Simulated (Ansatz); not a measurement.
All numbers were calculated with Ansatz.

A structure relaxed at PBE0-D4/def2-TZVP, charge 0, multiplicity 1:

```json
{"atom": "C1", "x (Å)": "-1.2223", "y (Å)": "-1.5537", "z (Å)": "-0.1093"}
{"atom": "S2", "x (Å)": "-1.2451", "y (Å)": "0.0161", "z (Å)": "0.7786"}
{"atom": "C3", "x (Å)": "0.4513", "y (Å)": "0.5274", "z (Å)": "0.6317"}
{"atom": "F4", "x (Å)": "1.2643", "y (Å)": "-0.3362", "z (Å)": "1.3704"}
{"atom": "N5", "x (Å)": "1.0118", "y (Å)": "0.7842", "z (Å)": "-0.6758"}
{"atom": "Al6", "x (Å)": "0.9946", "y (Å)": "2.3112", "z (Å)": "0.1490"}
{"atom": "H7", "x (Å)": "-0.5180", "y (Å)": "-2.2453", "z (Å)": "0.3527"}
{"atom": "H8", "x (Å)": "-0.9773", "y (Å)": "-1.4114", "z (Å)": "-1.1637"}
{"atom": "H9", "x (Å)": "-2.2273", "y (Å)": "-1.9711", "z (Å)": "-0.0411"}
{"atom": "H10", "x (Å)": "1.0775", "y (Å)": "0.0527", "z (Å)": "-1.3679"}
{"atom": "H11", "x (Å)": "1.3905", "y (Å)": "3.8261", "z (Å)": "0.0753"}
```

(1) Give its formula and SMILES.

(2) Summarise the bond lengths by kind.

Answers

(1) C2H5AlFNS, `CS[C]1(F)[NH][AlH]1`.

(2) 2 × C–S 1.778 to 1.804 Å; 3 × C–H 1.090 to 1.092 Å; 1 × C–F 1.397 Å; 1 × C–N 1.446 Å; 1 × Al–C 1.926 Å; 1 × Al–N 1.736 Å; 1 × H–N 1.009 Å; 1 × Al–H 1.568 Å.
